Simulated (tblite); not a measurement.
C₅H₇FNP.
Atom-mapped SMILES: `[CH:1]#[C:2]/[P:3]=[C:4](\[F:5])[N:6]([CH3:7])[CH3:8]` (hydrogens: H9 on C1; H10, H11, H12 on C7; H13, H14, H15 on C8)

Computed geometry: GFN2-xTB, gas phase.

Entries marked ? are missing. Bonds in one row agree within 0.01 Å.

```csv
coordinate,value
C1≡C2,1.204 Å
C2–P3,?
P3=C4,?
C4–F5,?
C4–N6,?
"N6–C7, N6–C8",1.441 Å
C1–H9,1.050 Å
C7–H10 and 5 like bonds,1.092 Å
C1–C2–P3,174.0°
C2–P3–C4,?
P3–C4–F5,122.1°
P3–C4–N6,124.4°
F5–C4–N6,?
C4–N6–C7,116.9°
C4–N6–C8,121.9°
C7–N6–C8,?
```

Q: Estimate the withheld lengths and angles.

A: 
- C2–P3 = 1.753 Å, drawn single (ends: alkyne carbon; phosphorus bonded to 2 C); 0.01 Å below the sum of covalent radii, 1.76 Å.
- P3=C4 = 1.710 Å, drawn double (ends: phosphorus bonded to 2 C; carbon bonded to F, N and P); 0.09 Å below the sum of covalent radii, 1.80 Å.
- C4–F5 = 1.349 Å, drawn single (ends: carbon bonded to F, N and P; fluorine bonded to C); 0.05 Å above the sum of covalent radii, 1.30 Å.
- C4–N6 = 1.358 Å, drawn single (ends: carbon bonded to F, N and P; nitrogen bonded to 3 C); 0.08 Å below the sum of covalent radii, 1.44 Å.
- C2–P3–C4 = 97.8°, at the phosphorus bonded to 2 C; the outer atoms are 2.610 Å apart.
- F5–C4–N6 = 113.4°, at the carbon bonded to F, N and P; the outer atoms are 2.262 Å apart.
- C7–N6–C8 = 117.2°, at the nitrogen bonded to 3 C; the outer atoms are 2.460 Å apart.

Radii are Cordero's, carbon taken as 0.76, 0.73 or 0.69 Å for four, three, and two or fewer neighbours.

Its GFN2-xTB frequencies are all real (lowest 71 cm⁻¹).

Shape of the structure used: `[CH:1]#[C:2]/[P:3]=[C:4](\[F:5])[N:6]([CH3:7])[CH3:8]`: P3–C4–N6–C7 6°.
